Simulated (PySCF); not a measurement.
Si(OMe)(NH2) (CH5NOSi), SMILES CO[Si]N (connectivity only; charge and spin as stated), neutral, multiplicity 1.

Geometry: B3LYP-D3(BJ)/def2-SVP. One conformer was computed; it need not be the lowest.

Level of theory: ωB97X/def2-TZVP (PySCF).

Computed frontier levels, gap, dipole moment and polarisability:
```
Item                                                                                                           Result
---------------------------------------------------------------------------------------------  ----------------------
highest occupied level                                                                                       -9.15 eV
lowest empty level                                                                                            1.32 eV
orbital gap                                                                                                  10.47 eV
dipole moment                                                                                                  2.86 D
quadrupole, principal values (traceless, Buckingham form, about the centre of nuclear charge)  -2.23, -1.78, 4.01 D·Å
mean static polarisability                                                                       52.3 bohr³ (7.75 Å³)
polarisability, principal values                                                               44.1, 53.9, 58.9 bohr³
```
